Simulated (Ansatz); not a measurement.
Calculated with Ansatz (gas phase, PBE0-D4/def2-TZVP geometries, no zero-point term in ΔE). CCSD(T)/CBS is the MP2 limit (def2-TZVPP, def2-QZVPP) plus CCSD(T) − MP2 in def2-TZVPP, frozen cores. This one scheme is used for every species. DFT in def2-TZVPP. B3LYP here is the variant with VWN-RPA as its local correlation; programs differ in this. HSE06 is defined as in plane-wave codes. For Ge outer-core shells are correlated without core-valence functions, which leaves a few kJ/mol of doubt a bond. Scalar relativity is left out up to krypton. One conformer a species, not always the lowest.

Consider the formal exchange of groups at a Ge–O bond: `[CH3][Ge]([OH])([OH])[F]` + CH₄ → `[CH3][Ge]([CH3])([OH])[F]` + H₂O.

```json
{"level": "LDA (SPW92)", "ΔE (kJ/mol)": "54.7", "difference from CCSD(T)/CBS": "0.9"}
{"level": "PBE-D4", "ΔE (kJ/mol)": "54.6", "difference from CCSD(T)/CBS": "0.8"}
{"level": "revPBE-D4", "ΔE (kJ/mol)": "54.5", "difference from CCSD(T)/CBS": "0.7"}
{"level": "BLYP-D4", "ΔE (kJ/mol)": "61.3", "difference from CCSD(T)/CBS": "7.5"}
{"level": "r2SCAN-D4", "ΔE (kJ/mol)": "62.9", "difference from CCSD(T)/CBS": "9.1"}
{"level": "B97M-V", "ΔE (kJ/mol)": "66.7", "difference from CCSD(T)/CBS": "12.9"}
{"level": "PBE0-D4", "ΔE (kJ/mol)": "54.5", "difference from CCSD(T)/CBS": "0.7"}
{"level": "B3LYP-D4", "ΔE (kJ/mol)": "61.0", "difference from CCSD(T)/CBS": "7.2"}
{"level": "r2SCAN0-D4", "ΔE (kJ/mol)": "60.8", "difference from CCSD(T)/CBS": "7.0"}
{"level": "HSE06-D4", "ΔE (kJ/mol)": "54.6", "difference from CCSD(T)/CBS": "0.8"}
{"level": "CAM-B3LYP-D4", "ΔE (kJ/mol)": "63.5", "difference from CCSD(T)/CBS": "9.7"}
{"level": "ωB97X-V", "ΔE (kJ/mol)": "61.1", "difference from CCSD(T)/CBS": "7.3"}
{"level": "B2PLYP", "ΔE (kJ/mol)": "63.7", "difference from CCSD(T)/CBS": "9.9"}
{"level": "PBE-QIDH", "ΔE (kJ/mol)": "58.0", "difference from CCSD(T)/CBS": "4.2"}
{"level": "PBE", "ΔE (kJ/mol)": "56.6", "difference from CCSD(T)/CBS": "2.8"}
{"level": "revPBE", "ΔE (kJ/mol)": "56.9", "difference from CCSD(T)/CBS": "3.1"}
{"level": "r2SCAN", "ΔE (kJ/mol)": "63.5", "difference from CCSD(T)/CBS": "9.7"}
{"level": "PBE0", "ΔE (kJ/mol)": "56.3", "difference from CCSD(T)/CBS": "2.5"}
{"level": "B3LYP", "ΔE (kJ/mol)": "64.0", "difference from CCSD(T)/CBS": "10.2"}
{"level": "r2SCANh", "ΔE (kJ/mol)": "62.6", "difference from CCSD(T)/CBS": "8.8"}
{"level": "r2SCAN0", "ΔE (kJ/mol)": "61.5", "difference from CCSD(T)/CBS": "7.7"}
{"level": "HSE06", "ΔE (kJ/mol)": "56.4", "difference from CCSD(T)/CBS": "2.6"}
{"level": "BHLYP", "ΔE (kJ/mol)": "66.3", "difference from CCSD(T)/CBS": "12.5"}
{"level": "CAM-B3LYP", "ΔE (kJ/mol)": "65.4", "difference from CCSD(T)/CBS": "11.6"}
{"level": "LC-ωPBE", "ΔE (kJ/mol)": "58.3", "difference from CCSD(T)/CBS": "4.5"}
{"level": "RPA@PBE/def2-TZVPP", "ΔE (kJ/mol)": "56.6", "difference from CCSD(T)/CBS": "2.8"}
{"level": "HF/def2-SVP", "ΔE (kJ/mol)": "72.9", "difference from CCSD(T)/CBS": "19.1"}
{"level": "MP2/def2-SVP", "ΔE (kJ/mol)": "72.5", "difference from CCSD(T)/CBS": "18.7"}
{"level": "CCSD/def2-SVP", "ΔE (kJ/mol)": "70.8", "difference from CCSD(T)/CBS": "17.0"}
{"level": "CCSD(T)/def2-SVP", "ΔE (kJ/mol)": "70.9", "difference from CCSD(T)/CBS": "17.1"}
{"level": "HF/def2-TZVPP", "ΔE (kJ/mol)": "73.4", "difference from CCSD(T)/CBS": "19.6"}
{"level": "MP2/def2-TZVPP", "ΔE (kJ/mol)": "57.8", "difference from CCSD(T)/CBS": "4.0"}
{"level": "SCS-MP2/def2-TZVPP", "ΔE (kJ/mol)": "61.8", "difference from CCSD(T)/CBS": "8.0"}
{"level": "CCSD/def2-TZVPP", "ΔE (kJ/mol)": "58.6", "difference from CCSD(T)/CBS": "4.8"}
{"level": "CCSD(T)/def2-TZVPP", "ΔE (kJ/mol)": "58.0", "difference from CCSD(T)/CBS": "4.2"}
{"level": "HF/def2-QZVPP", "ΔE (kJ/mol)": "73.5", "difference from CCSD(T)/CBS": "19.7"}
{"level": "MP2/def2-QZVPP", "ΔE (kJ/mol)": "55.4", "difference from CCSD(T)/CBS": "1.6"}
{"level": "HF/CBS(def2)", "ΔE (kJ/mol)": "73.5", "difference from CCSD(T)/CBS": "19.7"}
{"level": "MP2/CBS(def2)", "ΔE (kJ/mol)": "53.6", "difference from CCSD(T)/CBS": "-0.2"}
{"level": "CCSD/CBS(def2)", "ΔE (kJ/mol)": "54.4", "difference from CCSD(T)/CBS": "0.6"}
{"level": "CCSD(T)/CBS", "ΔE (kJ/mol)": "53.8", "difference from CCSD(T)/CBS": "0"}
```

Largest T1 diagnostic among the species: 0.012.

In def2-TZVPP, CCSD(T) changes the Hartree–Fock value by −15.4 kJ/mol (the triples alone add −0.6 kJ/mol) and MP2 by −15.6 kJ/mol. At CCSD(T), def2-SVP lies +17.1 kJ/mol from the extrapolated value and def2-TZVPP +4.2 kJ/mol. Leaving LDA and LC-ωPBE aside and taking each functional with its dispersion term where it has one, the values spread over 12.2 kJ/mol, from revPBE-D4 to B97M-V.
